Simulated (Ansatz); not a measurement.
Ga7N7H20, a nanocrystal cut from zinc blende GaN (hydrogen-capped), relaxed as a singlet with RKS PBE-D4/def2-SVP in Ansatz, starting from the GFN2-xTB geometry. Force threshold 0.03 eV/Å.

Single mean-field runs in def2-SVP are fitted with def2-universal-jkfit.

Start:

Cartesian coordinates in Å:
```
Ga 2.522 -1.541 -0.089
Ga -1.853 1.401 1.985
Ga -0.378 -1.568 1.030
Ga 1.320 1.234 0.637
Ga 1.657 0.563 -2.381
Ga -1.262 0.586 -1.313
Ga -0.011 -2.175 -1.997
N -0.034 2.139 1.976
N 1.256 -0.591 1.198
N 1.730 -1.312 -1.855
N -1.645 -0.518 2.348
N -2.483 1.520 0.130
N -1.204 -1.208 -0.656
N 0.415 1.457 -1.031
H 2.452 -3.038 0.343
H 3.851 -0.732 0.016
H -2.783 2.105 2.982
H -0.395 -3.012 1.536
H 2.635 1.991 0.835
H 3.038 1.245 -2.137
H 0.911 0.715 -3.741
H -1.974 0.833 -2.645
H 0.064 -3.636 -1.456
H -0.658 -1.859 -3.380
H 0.389 2.084 2.909
H -0.046 3.140 1.752
H 1.698 -0.730 2.116
H 2.353 -1.785 -2.525
H -1.289 -0.677 3.297
H -2.552 -0.995 2.324
H -3.419 1.110 0.035
H -2.594 2.497 -0.161
H -2.109 -1.684 -0.752
H 0.397 2.439 -1.333
```

```
step   energy (eV)  largest force component (eV/Å)  SCF passes
   1  -377290.6094                           0.930          21
   2  -377291.0662                           0.201          20
   3  -377291.1067                           0.111          20
   4  -377291.1080                           0.042          21
   5  -377291.1083                           0.005          21
```

Force components are those of the run's own axes.

End:

```tsv
atom	x (Å)	y (Å)	z (Å)
Ga1	2.620	-1.603	-0.100
Ga2	-1.916	1.449	2.054
Ga3	-0.416	-1.571	1.076
Ga4	1.310	1.276	0.678
Ga5	1.725	0.580	-2.476
Ga6	-1.314	0.615	-1.303
Ga7	-0.001	-2.262	-2.079
N8	-0.069	2.142	1.993
N9	1.270	-0.611	1.133
N10	1.735	-1.313	-1.861
N11	-1.661	-0.483	2.361
N12	-2.488	1.531	0.167
N13	-1.143	-1.219	-0.689
N14	0.444	1.400	-1.055
H15	2.530	-3.125	0.346
H16	3.964	-0.763	0.014
H17	-2.874	2.173	3.080
H18	-0.493	-3.029	1.665
H19	2.619	2.105	0.947
H20	3.125	1.281	-2.208
H21	0.948	0.734	-3.854
H22	-2.111	0.913	-2.626
H23	0.076	-3.743	-1.508
H24	-0.668	-1.927	-3.482
H25	0.355	2.099	2.932
H26	-0.078	3.152	1.784
H27	1.709	-0.748	2.057
H28	2.362	-1.787	-2.533
H29	-1.309	-0.646	3.317
H30	-2.574	-0.964	2.360
H31	-3.438	1.139	0.069
H32	-2.607	2.514	-0.123
H33	-2.054	-1.695	-0.783
H34	0.422	2.386	-1.355
```

By distances, no bond broke or formed. The bond that changes most is Ga2–H17, from 1.53 to 1.58 Å (atoms count from 1).

No frequencies were taken in this run, so the end may be a saddle point.

Run time 42 s (2 threads of AMD EPYC 7R13 on a shared host and a share (18 GiB) of an NVIDIA H100 80GB HBM3), peak host memory 0.93 GiB.
